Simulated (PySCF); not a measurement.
CH8N2Si3, SMILES [SiH2]1[SiH2]N=C[SiH2]N1. Heavy atoms are numbered as in [CH:1]1=[N:2][SiH2:3][SiH2:4][NH:5][SiH2:6]1. Hydrogens are named by the atom that carries them.

Geometry: PBE0-D3(BJ)/def2-SVP. The structure was generated by enumeration, and PubChem lists no compound with its InChIKey, so it may never have been made.

Computed with PBE/def2-TZVP (PySCF).

ESP charges are fitted to the potential on shells at 1.4 to 2.0 van der Waals radii. Atomic charges (e), one atom of each kind:

| atom | ESP fit | IAO | Mulliken |
|---|---|---|---|
| C1 (CH) | 0.28 | -0.21 | -0.10 |
| N2 | -0.48 | -0.47 | -0.20 |
| Si3 (SiH2) | 0.34 | 0.55 | 0.20 |
| Si4 (SiH2) | 0.19 | 0.53 | 0.13 |
| N5 (NH) | -0.54 | -0.91 | -0.44 |
| Si6 (SiH2) | 0.30 | 0.80 | 0.25 |
| H on C1 | 0.01 | 0.13 | 0.10 |
| H on Si3 | -0.06 | -0.10 | -0.02 |
| H on Si4 | -0.06 | -0.13 | -0.03 |
| H on N5 | 0.34 | 0.27 | 0.22 |
| H on Si6 | -0.09 | -0.14 | -0.03 |

Computed Mayer and Wiberg (Löwdin basis) orders of the bonds:
```csv
bond,Mayer,Wiberg
C1–N2,1.91,2.36
N2–Si3,1.12,1.33
Si3–Si4,0.92,1.07
Si4–N5,1.12,1.41
C1–Si6,0.97,1.11
N5–Si6,1.16,1.44
```
